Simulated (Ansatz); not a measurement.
**Molecular dynamics of GaH₆O₂P**

The input (input.yaml):

```yaml
crystal:
  periodic: [false, false, false]
  atoms:
    - { symbol: Ga, position_ang: [-0.4895, 0.5678, -0.0914] }
    - { symbol: H, position_ang: [1.4505, 0.6422, 0.4744] }
    - { symbol: O, position_ang: [-0.4059, 1.0111, -1.7849] }
    - { symbol: O, position_ang: [-1.6633, 1.4341, 0.8848] }
    - { symbol: H, position_ang: [1.7737, -0.2403, 0.739] }
    - { symbol: P, position_ang: [0.7262, -1.7227, 0.548] }
    - { symbol: H, position_ang: [-0.9139, 1.7218, -2.1729] }
    - { symbol: H, position_ang: [-1.9339, 1.3067, 1.7895] }
    - { symbol: H, position_ang: [0.2389, -3.0335, 0.3685] }
    - { symbol: H, position_ang: [1.2173, -1.6872, -0.7552] }
magnetization:
  spin_polarized: true
basis:
  gaussian: { orbitals: def2-SVP }
hamiltonian:
  xc: pbe
md:
  timestep: 0.5
  n_steps: 150
  ensemble: nve
  temperature: 100.0
  initial_velocities: maxwell_boltzmann
  seed: 522833
```

Launched with:

```bash
$ ansatz run input.yaml --threads 2 --pin off --max-ram 3072MiB --backend cpu --events-out ev --progress --plain --runs-dir out
```

It starts from a rough guess of a transition structure, not a stationary point.

Output, in part (one step line in 3, the closing report, with atoms numbered from 0):

```
md step     0: t =     0.00 fs  T =   100.0 K  F+E_penalty+E_count = -65828.26885618 eV  E_kin = 0.103408 eV  conserved = -65828.16544819 eV  (32 SCF iters)
md step     3: t =     1.50 fs  T =   145.7 K  F+E_penalty+E_count = -65828.31663852 eV  E_kin = 0.150625 eV  conserved = -65828.16601393 eV  (32 SCF iters)
md step     6: t =     3.00 fs  T =   296.7 K  F+E_penalty+E_count = -65828.47413783 eV  E_kin = 0.306765 eV  conserved = -65828.16737285 eV  (29 SCF iters)
md step     9: t =     4.50 fs  T =   370.2 K  F+E_penalty+E_count = -65828.55199170 eV  E_kin = 0.382835 eV  conserved = -65828.16915690 eV  (29 SCF iters)
md step    12: t =     6.00 fs  T =   312.2 K  F+E_penalty+E_count = -65828.48697586 eV  E_kin = 0.322867 eV  conserved = -65828.16410904 eV  (29 SCF iters)
md step    15: t =     7.50 fs  T =   524.4 K  F+E_penalty+E_count = -65828.71165457 eV  E_kin = 0.542307 eV  conserved = -65828.16934709 eV  (29 SCF iters)
md step    18: t =     9.00 fs  T =   622.8 K  F+E_penalty+E_count = -65828.81132514 eV  E_kin = 0.643974 eV  conserved = -65828.16735152 eV  (29 SCF iters)
md step    21: t =    10.50 fs  T =   667.0 K  F+E_penalty+E_count = -65828.85560701 eV  E_kin = 0.689732 eV  conserved = -65828.16587498 eV  (33 SCF iters)
md step    24: t =    12.00 fs  T =   848.6 K  F+E_penalty+E_count = -65829.04465237 eV  E_kin = 0.877534 eV  conserved = -65828.16711856 eV  (29 SCF iters)
md step    27: t =    13.50 fs  T =   987.6 K  F+E_penalty+E_count = -65829.19234615 eV  E_kin = 1.021291 eV  conserved = -65828.17105508 eV  (29 SCF iters)
md step    30: t =    15.00 fs  T =   925.6 K  F+E_penalty+E_count = -65829.12008639 eV  E_kin = 0.957196 eV  conserved = -65828.16289048 eV  (29 SCF iters)
md step    33: t =    16.50 fs  T =  1186.6 K  F+E_penalty+E_count = -65829.39894535 eV  E_kin = 1.227054 eV  conserved = -65828.17189174 eV  (31 SCF iters)
md step    36: t =    18.00 fs  T =  1128.8 K  F+E_penalty+E_count = -65829.33385160 eV  E_kin = 1.167267 eV  conserved = -65828.16658422 eV  (32 SCF iters)
md step    39: t =    19.50 fs  T =  1110.8 K  F+E_penalty+E_count = -65829.31423857 eV  E_kin = 1.148605 eV  conserved = -65828.16563384 eV  (30 SCF iters)
md step    42: t =    21.00 fs  T =  1259.1 K  F+E_penalty+E_count = -65829.47251096 eV  E_kin = 1.302028 eV  conserved = -65828.17048291 eV  (29 SCF iters)
md step    45: t =    22.50 fs  T =  1142.5 K  F+E_penalty+E_count = -65829.34619287 eV  E_kin = 1.181391 eV  conserved = -65828.16480161 eV  (30 SCF iters)
md step    48: t =    24.00 fs  T =  1287.5 K  F+E_penalty+E_count = -65829.50199387 eV  E_kin = 1.331367 eV  conserved = -65828.17062662 eV  (29 SCF iters)
md step    51: t =    25.50 fs  T =  1329.5 K  F+E_penalty+E_count = -65829.54322647 eV  E_kin = 1.374833 eV  conserved = -65828.16839395 eV  (29 SCF iters)
md step    54: t =    27.00 fs  T =  1228.7 K  F+E_penalty+E_count = -65829.43567196 eV  E_kin = 1.270586 eV  conserved = -65828.16508615 eV  (32 SCF iters)
md step    57: t =    28.50 fs  T =  1364.3 K  F+E_penalty+E_count = -65829.57945823 eV  E_kin = 1.410788 eV  conserved = -65828.16867031 eV  (29 SCF iters)
md step    60: t =    30.00 fs  T =  1339.6 K  F+E_penalty+E_count = -65829.55481425 eV  E_kin = 1.385299 eV  conserved = -65828.16951502 eV  (29 SCF iters)
md step    63: t =    31.50 fs  T =  1298.1 K  F+E_penalty+E_count = -65829.50894494 eV  E_kin = 1.342357 eV  conserved = -65828.16658770 eV  (29 SCF iters)
md step    66: t =    33.00 fs  T =  1406.2 K  F+E_penalty+E_count = -65829.62439247 eV  E_kin = 1.454151 eV  conserved = -65828.17024184 eV  (29 SCF iters)
md step    69: t =    34.50 fs  T =  1233.1 K  F+E_penalty+E_count = -65829.44049183 eV  E_kin = 1.275167 eV  conserved = -65828.16532501 eV  (29 SCF iters)
md step    72: t =    36.00 fs  T =  1268.8 K  F+E_penalty+E_count = -65829.47854390 eV  E_kin = 1.311999 eV  conserved = -65828.16654458 eV  (29 SCF iters)
md step    75: t =    37.50 fs  T =  1347.4 K  F+E_penalty+E_count = -65829.56494176 eV  E_kin = 1.393271 eV  conserved = -65828.17167097 eV  (29 SCF iters)
md step    78: t =    39.00 fs  T =  1212.5 K  F+E_penalty+E_count = -65829.41691361 eV  E_kin = 1.253852 eV  conserved = -65828.16306126 eV  (29 SCF iters)
md step    81: t =    40.50 fs  T =  1382.2 K  F+E_penalty+E_count = -65829.60090550 eV  E_kin = 1.429351 eV  conserved = -65828.17155426 eV  (29 SCF iters)
md step    84: t =    42.00 fs  T =  1251.7 K  F+E_penalty+E_count = -65829.46032796 eV  E_kin = 1.294354 eV  conserved = -65828.16597417 eV  (29 SCF iters)
md step    87: t =    43.50 fs  T =  1243.6 K  F+E_penalty+E_count = -65829.45170837 eV  E_kin = 1.286002 eV  conserved = -65828.16570607 eV  (29 SCF iters)
md step    90: t =    45.00 fs  T =  1391.3 K  F+E_penalty+E_count = -65829.60990774 eV  E_kin = 1.438696 eV  conserved = -65828.17121212 eV  (29 SCF iters)
md step    93: t =    46.50 fs  T =  1255.7 K  F+E_penalty+E_count = -65829.46211026 eV  E_kin = 1.298447 eV  conserved = -65828.16366302 eV  (29 SCF iters)
md step    96: t =    48.00 fs  T =  1376.5 K  F+E_penalty+E_count = -65829.59547691 eV  E_kin = 1.423438 eV  conserved = -65828.17203919 eV  (28 SCF iters)
md step    99: t =    49.50 fs  T =  1245.5 K  F+E_penalty+E_count = -65829.45499053 eV  E_kin = 1.287943 eV  conserved = -65828.16704725 eV  (29 SCF iters)
md step   102: t =    51.00 fs  T =  1107.4 K  F+E_penalty+E_count = -65829.31025149 eV  E_kin = 1.145126 eV  conserved = -65828.16512507 eV  (29 SCF iters)
md step   105: t =    52.50 fs  T =  1209.3 K  F+E_penalty+E_count = -65829.42024456 eV  E_kin = 1.250533 eV  conserved = -65828.16971129 eV  (29 SCF iters)
md step   108: t =    54.00 fs  T =  1085.4 K  F+E_penalty+E_count = -65829.28937639 eV  E_kin = 1.122344 eV  conserved = -65828.16703191 eV  (28 SCF iters)
md step   111: t =    55.50 fs  T =  1090.6 K  F+E_penalty+E_count = -65829.29722997 eV  E_kin = 1.127719 eV  conserved = -65828.16951095 eV  (28 SCF iters)
md step   114: t =    57.00 fs  T =  1068.9 K  F+E_penalty+E_count = -65829.27415023 eV  E_kin = 1.105304 eV  conserved = -65828.16884656 eV  (28 SCF iters)
md step   117: t =    58.50 fs  T =   880.1 K  F+E_penalty+E_count = -65829.07476472 eV  E_kin = 0.910097 eV  conserved = -65828.16466779 eV  (29 SCF iters)
md step   120: t =    60.00 fs  T =   987.4 K  F+E_penalty+E_count = -65829.18888565 eV  E_kin = 1.021064 eV  conserved = -65828.16782174 eV  (28 SCF iters)
md step   123: t =    61.50 fs  T =  1021.4 K  F+E_penalty+E_count = -65829.22699231 eV  E_kin = 1.056208 eV  conserved = -65828.17078415 eV  (29 SCF iters)
md step   126: t =    63.00 fs  T =   944.9 K  F+E_penalty+E_count = -65829.14207315 eV  E_kin = 0.977100 eV  conserved = -65828.16497328 eV  (30 SCF iters)
md step   129: t =    64.50 fs  T =  1095.8 K  F+E_penalty+E_count = -65829.30382433 eV  E_kin = 1.133111 eV  conserved = -65828.17071298 eV  (28 SCF iters)
md step   132: t =    66.00 fs  T =   965.0 K  F+E_penalty+E_count = -65829.16301778 eV  E_kin = 0.997908 eV  conserved = -65828.16510991 eV  (30 SCF iters)
md step   135: t =    67.50 fs  T =  1067.8 K  F+E_penalty+E_count = -65829.27042424 eV  E_kin = 1.104232 eV  conserved = -65828.16619196 eV  (28 SCF iters)
md step   138: t =    69.00 fs  T =  1264.1 K  F+E_penalty+E_count = -65829.47929422 eV  E_kin = 1.307146 eV  conserved = -65828.17214790 eV  (31 SCF iters)
md step   141: t =    70.50 fs  T =  1167.2 K  F+E_penalty+E_count = -65829.36967341 eV  E_kin = 1.206956 eV  conserved = -65828.16271778 eV  (27 SCF iters)
md step   144: t =    72.00 fs  T =  1382.3 K  F+E_penalty+E_count = -65829.60111323 eV  E_kin = 1.429359 eV  conserved = -65828.17175442 eV  (28 SCF iters)
md step   147: t =    73.50 fs  T =  1323.1 K  F+E_penalty+E_count = -65829.53445042 eV  E_kin = 1.368165 eV  conserved = -65828.16628553 eV  (28 SCF iters)
md step   150: t =    75.00 fs  T =  1346.6 K  F+E_penalty+E_count = -65829.55810368 eV  E_kin = 1.392487 eV  conserved = -65828.16561669 eV  (32 SCF iters)
Total energy: -65829.55815293 eV, -2419.1916412431 hartree
Atom 0 at    -0.500669     0.343448    -0.158650 Å, force    -1.226574     1.940008    -0.435410 eV/Å
Atom 1 at     5.778994     3.405841     0.965473 Å, force    -2.281435     1.433852    -0.392521 eV/Å
Atom 2 at    -0.356387     1.258261    -1.737904 Å, force     0.091021    -0.280635     0.277171 eV/Å
Atom 3 at    -1.570728     1.367872     0.985262 Å, force     0.924146    -0.994739     0.225337 eV/Å
Atom 4 at     5.041681     3.869343     0.838480 Å, force     2.281127    -1.434006     0.392496 eV/Å
Atom 5 at     0.438358    -1.552489     0.581085 Å, force     1.307888    -0.255654     0.679424 eV/Å
Atom 6 at    -0.758582     2.155268    -1.710427 Å, force     0.081960    -0.419787     0.234118 eV/Å
Atom 7 at    -1.347978     1.008855     1.884995 Å, force    -0.396311     0.409194    -0.530687 eV/Å
Atom 8 at    -0.650905    -2.407472     0.379195 Å, force    -0.732531    -0.373473    -0.269456 eV/Å
Atom 9 at     1.131535    -1.905788    -0.619863 Å, force    -0.049291    -0.024761    -0.180471 eV/Å
Dipole moment:     0.070875    -0.268174     0.168057 e Å
```

All steps were run. The conserved energy stayed within 0.68 meV per atom of its start (net change -0.017 meV per atom), so the integration is sound. The kinetic energy rose, since the run started high on the potential surface and went downhill. It ends in pieces (GaH4O2P + H2), so much of that is their flight and rotation, not heat. A run of 0.075 ps of so small a system gives no equilibrium averages. The orbitals were unrestricted but ended closed-shell.

The planned step would form Ga1–P6, H2–H5 and break Ga1–H2, H5–P6. These pairs go: Ga1–P6 2.67 → 2.24 Å, H2–H5 0.98 → 0.88 Å, Ga1–H2 2.02 → 7.08 Å, H5–P6 1.83 → 7.12 Å. In the last frame they stand as after the step (other bonds may differ from the relaxed reactants and products). It ends as GaH4O2P + H2. Pairs count as bonded within 1.25 times the sum of covalent radii (0.12 Å more for H–H).

Last frame:

```xyz
10
Properties=species:S:1:pos:R:3
Ga -0.501 0.343 -0.159
H 5.779 3.406 0.966
O -0.356 1.258 -1.738
O -1.571 1.368 0.985
H 5.042 3.869 0.839
P 0.438 -1.552 0.581
H -0.759 2.155 -1.710
H -1.348 1.009 1.885
H -0.651 -2.408 0.379
H 1.131 -1.906 -0.620
```

The run took 12 min on 2 threads of Arm Neoverse N1 (shared host), peak memory 0.21 GiB.
